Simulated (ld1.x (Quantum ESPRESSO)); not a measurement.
**Scattering properties, RRKJ potential for Al (Z = 13)**

aluminium, norm-conserving RRKJ (Kleinman–Bylander form), made with ld1.x (Quantum ESPRESSO) 7.5 (PBE, scalar-relativistic). Core [Ne], reference 3s1.5 3p1.5. Waves: 3p (bound): rc 2.30 bohr; 3d channel at -0.15 Ry: rc 1.90 bohr; 3s (bound): rc 2.05 bohr. Local part: the s channel. Core correction: none.

The phase is arctan(r·u′/u) with u = r·R(r), unwrapped; energies in Ry, scanned from -3 to 5 Ry. A pole is an energy at which the radial function vanishes at the test radius. The pseudo phase is shifted by a multiple of π to meet the all-electron one at the reference energy, and phase errors are pseudo minus all-electron; the curves can meet again beyond the range given. Levels narrower than the energy grid can be missing from the lists of poles.

For each channel, where are the poles, and over which energies does the pseudopotential scatter like the atom?

| channel | radius (bohr) | reference energy (Ry) | poles, all-electron | poles, pseudo | unbroken range about the reference energy with phases within 0.05 rad | phase error 1 Ry above the reference energy (rad) |
| --- | --- | --- | --- | --- | --- | --- |
| s | 2.50 | -0.60 | 0.95 | 0.90 | below 2.5 | -0.004 |
| p | 2.50 | -0.22 | 1.76 | 1.63 | below 2.6 | -0.011 |
| d | 2.50 | -0.15 | 2.50 | 2.55 | below 3.9 | +0.006 |

Phases in the p channel:

```
E (Ry)  all-electron  pseudo
 -3.00         1.311   1.309
 -2.52         1.280   1.278
 -2.04         1.236   1.233
 -1.56         1.167   1.164
 -1.08         1.040   1.037
 -0.60         0.741   0.739
 -0.12        -0.132  -0.133
  0.36        -1.038  -1.045
  0.84        -1.354  -1.366
  1.32        -1.493  -1.509
  1.80        -1.576  -1.600
  2.28        -1.639  -1.675
  2.76        -1.698  -1.759
  3.24        -1.764  -1.883
  3.72        -1.857  -2.150
  4.20        -2.023  -3.026
  4.68        -2.435  -4.070
```
